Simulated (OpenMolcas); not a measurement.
A calculation on Zr II.

```json
{
 "Program": "OpenMolcas 26.06",
 "Method": "CASSCF",
 "Basis": "ANO-RCC-VTZP [7s6p4d2f1g]",
 "Scalar Hamiltonian": "DKH2, point nucleus",
 "Active space": "3 electrons in 11 orbitals (4d 5s 5d)",
 "State averaging": "2S+1 = 4 even, 20 roots; 2S+1 = 2 even, 49 roots kept (CI in the orbitals of an earlier block)",
 "Spin-orbit coupling": "RASSI with atomic mean-field integrals over the reference wave functions, term energies averaged over their components"
}
```

Q: Which level of the active space comes out lowest?

A: 4d2 5s 4F 3/2, with 99 % of that term; it is also the measured ground level.

Q: How high does 4d2 5s 2D 5/2(1) lie?

A: 0.7435 eV above the lowest level; measured 0.5586 eV above the ground level, so the calculation is off by +33 %.

Q: How high does 4d3 4F 5/2 lie?

A: 0.3986 eV above the lowest level; measured 0.3589 eV above the ground level, so the calculation is off by +11 %.

Q: How high does 4d3 2P 3/2 lie?

A: 0.8924 eV above the lowest level.

Q: The level at 0.6962 eV has J = 3/2. What is it made of, and what is its g factor?

A: 87 % 4d2 5s 2D 3/2(1), 10 % 4d3 2P; g = 0.849, against 0.800 from Landé's formula for the pure leading term.

Measured values: NIST Handbook of Basic Atomic Spectroscopic Data.

Without dynamic correlation excited terms often stand tens of per cent too high (terms of higher spin than the ground term too low), and those without a measured partner can miss by more than the paired ones. Terms from blocks run as CI alone lack orbitals of their own. Active for correlation alone: 5d; no level in the range computed is led by a configuration that fills it, so any true level of that kind is missing. Computed and measured levels are paired by configuration, term and J; levels that our copy of the source lacks, or whose pairing is in doubt (as where it misses far off the trend of its configuration), stay unpaired and out of the deviations. Only configurations of the active space appear.

A number in round brackets counts repeated terms of one configuration in the order of the reference energies.
